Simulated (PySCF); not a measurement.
Isomers of C4H10OSi3, mass 158.004 u with the commonest isotopes. Computed with PBE0/pcSseg-1 in PySCF (dipole) on a GFN2-xTB geometry, gas phase. One conformer each, none proved a minimum here; rigid rotors.

Task: Order these by rotational constant B, smallest first.
A. `[O:1]=[C:2]([SiH3:3])[Si@H:4]1[CH:5]=[CH:6][CH2:7][SiH2:8]1` with O1–C2–Si4–C5 -96°
B. `[SiH3:1][SiH:2]([SiH3:3])[c:4]1[cH:5][cH:6][cH:7][o:8]1` with Si1–Si2–C4–C5 -116°
C. `[CH3:1][Si@@H:2]1[CH:3]=[C:4]([CH:5]=[O:6])[Si@@H:7]1[SiH3:8]` with C3–C4–C5–O6 -157°

Result: A (679.3 MHz), B (791.5 MHz), C (926.6 MHz).

Task: Order these by out-of-plane moment Σ m c² = (Ia + Ib − Ic)/2, smallest first.
A. `[SiH3:1][SiH:2]([SiH3:3])[c:4]1[cH:5][cH:6][cH:7][o:8]1` with Si1–Si2–C4–C5 -116°
B. `[CH3:1][Si@@H:2]1[CH:3]=[C:4]([CH:5]=[O:6])[Si@@H:7]1[SiH3:8]` with C3–C4–C5–O6 -157°
C. `[O:1]=[C:2]([SiH3:3])[Si@H:4]1[CH:5]=[CH:6][CH2:7][SiH2:8]1` with O1–C2–Si4–C5 -96°

Result: C (59.76 u·Å²), B (60.18 u·Å²), A (77.53 u·Å²).

Task: Order these by rotational constant A, largest first.
A. `[O:1]=[C:2]([SiH3:3])[Si@H:4]1[CH:5]=[CH:6][CH2:7][SiH2:8]1` with O1–C2–Si4–C5 -96°
B. `[CH3:1][Si@@H:2]1[CH:3]=[C:4]([CH:5]=[O:6])[Si@@H:7]1[SiH3:8]` with C3–C4–C5–O6 -157°
C. `[SiH3:1][SiH:2]([SiH3:3])[c:4]1[cH:5][cH:6][cH:7][o:8]1` with Si1–Si2–C4–C5 -116°

Result: A (2324 MHz), C (1509 MHz), B (1394 MHz).

```csv
SMILES,point group,Ia (u·Å²),Ib (u·Å²),Ic (u·Å²),κ,μa (D),μb (D),μc (D)
O=C([SiH3])[Si@H]1C=CC[SiH2]1,C1,217.49,743.94,841.91,-0.91,0.67,1.58,0.84
[SiH3][SiH]([SiH3])c1ccco1,Cs,334.95,638.51,818.41,-0.61,1.03,0.00,0.42
C[Si@@H]1C=C(C=O)[Si@@H]1[SiH3],C1,362.43,545.43,787.50,-0.24,3.15,0.20,0.12
```
